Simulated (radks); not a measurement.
These are the eigenvalues of the occupied orbitals of an atom or ion with whole-number occupations (eV). Calculated with a radial shooting solver on a logarithmic mesh with Libxc functionals: Dirac Kohn-Sham, AM05, spin-unpolarised, spherical densities, point nucleus.

1s1/2: -4412.096
2s1/2: -495.4137
2p1/2: -413.5442
2p3/2: -408.8910
3p1/2: -52.7957
3p3/2: -52.2581
3d3/2: -20.7332
3d5/2: -20.6905

Which element is it, and in what charge state? The configuration may be excited. Open shells, if any, are shared by 2j + 1.

Answer. Z = 21, scandium, charge +2: Sc2+ in [Ne] 3p6 3d3. The list shows which subshells hold electrons but not how many an open one holds; the 1s level, -162.14 hartree, gives Z - s = 18.0 by -(Z - s)^2/2, which with screening and relativity narrows Z to a few neighbours, and the depths of the outer levels then fix element, charge and occupations together.
